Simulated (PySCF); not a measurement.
Species: C2H11NOSi3.
Cartesian coordinates in Å at the PBE0-D3(BJ)/def2-SVP level; atoms count from 1:
```
atom  x, y, z in Å
O1    -2.5532    0.5672   -1.3141
C2    -2.7447   -0.4115   -0.6261
N3    -1.9951   -0.6978    0.4719
Si4   -0.6667    0.4050    0.9111
C5     0.6124    0.4774   -0.4492
Si6    2.1804    1.3802    0.0736
Si7    0.9820   -1.2418   -1.1303
H8    -3.5513   -1.1505   -0.8460
H9    -2.2162   -1.5429    0.9868
H10   -1.2160    1.7535    1.2209
H11   -0.0950   -0.2066    2.1478
H12    0.1437    1.0585   -1.2653
H13    2.9611    0.5317    1.0269
H14    1.8526    2.6703    0.7574
H15    3.0345    1.6702   -1.1173
H16    2.2287   -1.2254   -1.9574
H17   -0.1443   -1.7361   -1.9770
H18    1.1891   -2.2001    0.0010
```

Computed with core-valence-separated Tamm–Dancoff BHandHLYP/aug-pcX-1 (pcseg-1 on H, def2-SVPD on Si) in PySCF, non-relativistic, gas phase, PBE0-D3(BJ)/def2-SVP geometry. The energies are unshifted.

The lowest roots of each edge with f over 0.003 (five at most, numbered afresh; weaker and dark ones are left out), with transition dipoles (au) in the frame of the coordinates:

| root | edge | E (eV) | μx | μy | μz |
| --- | --- | --- | --- | --- | --- |
| 1 | C | 284.57 | 0.0696 | -0.0575 | -0.0622 |
| 2 | C | 285.49 | -0.0072 | 0.0100 | 0.0225 |
| 3 | C | 285.65 | -0.0344 | 0.0290 | -0.0366 |
| 4 | C | 285.89 | 0.0366 | 0.0144 | -0.0157 |
| 5 | C | 285.95 | -0.0169 | -0.0595 | -0.0305 |
| 6 | N | 399.45 | 0.0301 | -0.0244 | -0.0268 |
| 7 | N | 399.86 | 0.0007 | 0.0319 | -0.0292 |
| 8 | N | 401.25 | 0.0272 | 0.0347 | 0.0068 |
| 9 | N | 401.75 | 0.0270 | -0.0130 | -0.0163 |
| 10 | N | 402.07 | -0.0167 | -0.0156 | -0.0140 |
| 11 | O | 529.37 | 0.0363 | -0.0304 | -0.0328 |
| 12 | O | 533.19 | 0.0135 | 0.0082 | 0.0076 |

What are the oscillator strengths?

f = (2/3) ΔE |μ|², with ΔE in hartree (27.2114 eV):

```json
{"root": "1", "ΔE (Eh)": "10.4578", "|μ|² (au)": "0.012019", "f": "0.084", "core hole on": "C2"}
{"root": "2", "ΔE (Eh)": "10.4915", "|μ|² (au)": "0.000658", "f": "0.005", "core hole on": "C5"}
{"root": "3", "ΔE (Eh)": "10.4976", "|μ|² (au)": "0.003364", "f": "0.024", "core hole on": "C5"}
{"root": "4", "ΔE (Eh)": "10.5062", "|μ|² (au)": "0.001793", "f": "0.013", "core hole on": "C5"}
{"root": "5", "ΔE (Eh)": "10.5085", "|μ|² (au)": "0.004756", "f": "0.033", "core hole on": "C5"}
{"root": "6", "ΔE (Eh)": "14.6795", "|μ|² (au)": "0.002220", "f": "0.022", "core hole on": "N3"}
{"root": "7", "ΔE (Eh)": "14.6944", "|μ|² (au)": "0.001871", "f": "0.018", "core hole on": "N3"}
{"root": "8", "ΔE (Eh)": "14.7457", "|μ|² (au)": "0.001990", "f": "0.020", "core hole on": "N3"}
{"root": "9", "ΔE (Eh)": "14.7640", "|μ|² (au)": "0.001164", "f": "0.011", "core hole on": "N3"}
{"root": "10", "ΔE (Eh)": "14.7758", "|μ|² (au)": "0.000718", "f": "0.007", "core hole on": "N3"}
{"root": "11", "ΔE (Eh)": "19.4538", "|μ|² (au)": "0.003318", "f": "0.043", "core hole on": "O1"}
{"root": "12", "ΔE (Eh)": "19.5945", "|μ|² (au)": "0.000307", "f": "0.004", "core hole on": "O1"}
```

Molecules are fixed in this frame and the field points along (0, 1, 1)/√2. What effective strengths 3 f cos²θ do the roots have (θ between field and μ)?

root 1 (C2): 0.150, root 2 (C5): 0.011, root 3 (C5): 0.001, root 4 (C5): 0.000, root 5 (C5): 0.085, root 6 (N3): 0.039, root 7 (N3): 0.000, root 8 (N3): 0.025, root 9 (N3): 0.013, root 10 (N3): 0.013, root 11 (O1): 0.078, root 12 (O1): 0.005. Root 1 is the strongest. Averaged over all orientations cos²θ is 1/3, which gives f back.

Time: 27 s of wall time; peak memory 0.99 GiB. Hardware: an Arm Neoverse V2 with one thread (shared host).

One conformer stands for the species.
